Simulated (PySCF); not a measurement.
Ge(F)(Me)2(Et), SMILES C[CH2][Ge]([CH3])([CH3])[F], GFN2-xTB optimised geometry.

```
17

C     -0.20    -2.18     1.65
C     -0.59    -0.71     1.69
Ge    -0.14     0.27     0.00
C     -0.57     2.22     0.00
C     -0.56    -0.68    -1.70
F      1.65     0.27     0.00
H     -0.41    -2.66     2.60
H      0.86    -2.28     1.44
H     -0.76    -2.70     0.87
H     -0.07    -0.21     2.51
H     -1.66    -0.60     1.88
H     -1.65     2.37    -0.08
H     -0.09     2.70    -0.84
H     -0.22     2.68     0.91
H     -0.07    -1.64    -1.71
H     -1.63    -0.83    -1.80
H     -0.21    -0.09    -2.54
```

Density from PBE0/def2-SVP (PySCF) at that geometry.

Minimum of the electron density along straight lines between bonded atoms, close to the bond critical point (lines longer than 1.1 times the sum of covalent radii, or with two minima, are not listed):

| bond | length / Å | ρ at the minimum / e bohr⁻³ | ∇²ρ there / e bohr⁻⁵ | position (fraction from the first atom) |
|---|---|---|---|---|
| C1–C2 | 1.522 | ? | ? | 0.50 |
| C2–Ge3 | 2.007 | 0.121 | ? | 0.53 |
| Ge3–C4 | 1.991 | 0.122 | 0.02 | 0.47 |
| Ge3–C5 | 1.990 | 0.122 | 0.02 | 0.47 |
| Ge3–F6 | 1.789 | 0.118 | 0.65 | 0.48 |
| C1–H7 | 1.089 | 0.276 | -1.00 | 0.62 |
| C1–H8 | 1.088 | 0.277 | -1.02 | 0.63 |
| C1–H9 | 1.089 | 0.276 | -1.00 | 0.62 |
| C2–H10 | 1.090 | 0.273 | -0.98 | 0.63 |
| C2–H11 | 1.090 | 0.273 | -0.97 | 0.62 |
| C4–H12 | 1.085 | 0.273 | -0.98 | 0.62 |
| C4–H13 | 1.086 | 0.273 | -0.99 | 0.63 |
| C4–H14 | 1.086 | 0.273 | -0.99 | 0.63 |
| C5–H15 | 1.086 | 0.273 | -0.99 | 0.63 |
| C5–H16 | 1.085 | 0.273 | -0.98 | 0.62 |
| C5–H17 | 1.086 | 0.273 | -0.99 | 0.63 |

Question: Complete the blanks.

Answer: 
- C1–C2, ρ at the minimum / e bohr⁻³: 0.241
- C1–C2, ∇²ρ there / e bohr⁻⁵: -0.54
- C2–Ge3, ∇²ρ there / e bohr⁻⁵: 0.00
